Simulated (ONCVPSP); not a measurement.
**Before and after: ONCV potential for C**

C (Z = 6), optimised norm-conserving Vanderbilt (ONCV), made with ONCVPSP 4.0.1 (PW91, scalar-relativistic). Core [He], reference 2s2 (charge +2). Waves: 2s: rc 0.80 bohr, ncon 3, nbas 6, qcut 7 1/bohr, 2 projectors, debl 1 Ha; p scattering state at 0.06 Ha: rc 0.80 bohr, ncon 4, nbas 7, qcut 11.9 1/bohr, 2 projectors, debl 1.7 Ha; d scattering state at 0.03 Ha: rc 0.60 bohr, ncon 3, nbas 8, qcut 19.2 1/bohr, 2 projectors, debl 1.9 Ha. Local part: polynomial inside 0.40 bohr (lpopt 3, dvloc0 0 Ha). Core correction: Teter function, fcfact 1.75, rcfact 1.3.

In the s channel the program set the typed energies aside and used -1.486, 0.250 Ha. In the p channel the program set the typed energies aside and used 0.050, 1.750 Ha.

All-electron outer shells of the reference configuration (PW91, scalar-relativistic, ld1.x):

```tsv
shell	level (eV)	outermost node (bohr)	outermost maximum (bohr)
1s	-308.93	–	0.17
2s	-40.44	0.37	1.13
```

Change: s: qcut 5.4; p: qcut 9.2; d: qcut 14.9.

Cutoffs: the cutoffs (Ha) at which the residual kinetic energy of the hardest occupied pseudo-wave falls to 1 and 0.1 mHa per electron; they do not see the model core or the augmentation charge, which bear on the density cutoff. Errors are all-electron minus pseudo energies relative to the spin-unpolarised reference configuration.

Q: What does the change do?

A: The potential gets harder (24 Ha and 224 Ha → 49 Ha and 226 Ha); both files keep a bound ghost (s); of the 4 tests that both files solve, the error grows in 3 and shrinks in 0 by more than 15 % and 0.3 meV (median size 50.6 → 59.6 meV).

| quantity | base | changed |
| --- | --- | --- |
| cutoff, loose | 24 Ha | 49 Ha |
| cutoff, tight | 224 Ha | 226 Ha |
| bound ghosts | s | s |
| GHOST(+) flags under 300 eV | none | none |
| error for 2s2 2p2, meV [ΔE -35.16 eV] | +74 | +88 |
| error for 2s2 2p1, meV [ΔE -24.23 eV] | +40 | +47 |
| error for 2s1, meV [ΔE 48.26 eV] | +40 | +39 |
| error for 2s2 2p1.5, meV [ΔE -31.17 eV] | +61 | +72 |
| s: phases at 0.81 bohr within 0.05 rad from the reference energy up to (Ha; the scan ends near 5) | to the end of the scan | to the end of the scan |
| p: phases at 0.81 bohr within 0.05 rad from the reference energy up to (Ha; the scan ends near 5) | to the end of the scan | to the end of the scan |
| d: phases at 0.61 bohr within 0.05 rad from the reference energy up to (Ha; the scan ends near 5) | to the end of the scan | to the end of the scan |
| rms error of d²Exc/dni dnj with the model core, mHa | 1.39 | 1.47 |

 A true bound ghost makes a file unfit for plane-wave use even where its test errors are small: the radial tests pick states by their node count and pass the ghost by.
